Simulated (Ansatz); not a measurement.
One change: `FCO[SiH2]Br` becomes `FCO[SiH2][SeH]`.

Ansatz, PBE0-D4/def2-TZVP geometries, multiplicity 1. Each molecule was computed in one conformer, which needn't be the lowest.

Scalar relativity is left out up to krypton.

```tsv
property	`FCO[SiH2]Br`
HOMO energy (PBE/def2-TZVPP) / eV	-7.26
size of the dipole moment (PBE/def2-TZVPP) / D	0.99
HOMO energy (ωB97M-V/def2-TZVPP) / eV	-10.78
LUMO energy (ωB97M-V/def2-TZVPP) / eV	1.90
LUMO energy (PBE0/def2-TZVPP) / eV	0.10
size of the dipole moment (B3LYP/def2-TZVPP) / D	1.05
```

Question: Give the same properties after the change, and the shifts. (An estimate is asked.)

Answer: Computed: 
```csv
property,`FCO[SiH2][SeH]`,shift
HOMO energy (PBE/def2-TZVPP) / eV,-6.28,0.98
size of the dipole moment (PBE/def2-TZVPP) / D,1.46,0.47
HOMO energy (ωB97M-V/def2-TZVPP) / eV,-9.61,1.17
LUMO energy (ωB97M-V/def2-TZVPP) / eV,1.71,-0.19
LUMO energy (PBE0/def2-TZVPP) / eV,-0.09,-0.19
size of the dipole moment (B3LYP/def2-TZVPP) / D,1.53,0.48
```

With PBE0 the HOMO rises by 1.12 eV and the LUMO falls by 0.19 eV, so the gap narrows by about 1.31 eV. PBE moves the HOMO by 0.98 eV and ωB97M-V by 1.17 eV. Dipoles are sizes alone; their direction can turn.

B3LYP here is the variant with VWN-RPA as its local correlation; programs differ in this.

Spin–orbit coupling is left out; it splits and shifts lone-pair levels of the heavy atoms by tenths of an eV.
